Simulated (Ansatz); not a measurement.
Z-matrix (Å, degrees):
```
C
N 1 1.401
Si 1 1.922 2 108.5
F 1 1.406 2 114.3 3 120.9
H 1 1.097 2 108.6 3 -120.3
C 2 1.262 1 121.6 3 -112.1
N 3 1.708 1 113.6 2 56.5
H 3 1.484 1 106.4 2 175.7
H 3 1.483 1 106.7 2 -64.8
H 6 1.092 2 123.4 1 -2.8
H 6 1.088 2 118.4 1 177.9
H 7 1.007 3 120.3 1 77.3
H 7 1.007 3 120.7 1 -69.9
```

Charge 0, multiplicity 1.

Task: List the PBE/def2-TZVPP orbital energies in eV (Ansatz 0.2.0). (Estimate.)

Result: The calculation gave: Occupied: -1779.76, -659.66, -380.83, -380.21, -271.21, -269.91, -137.48, -94.21, -94.20, -94.20, -29.70, -23.27, -21.26, -17.75, -14.38, -13.36, -12.55, -12.42, -12.31, -11.23, -10.31, -9.47, -8.90, -8.62, -8.21, -7.09, -6.33, -6.06. Lowest empty: -1.58, -0.48, 0.73, 0.81, 1.27, 1.62, 1.68, 1.82.
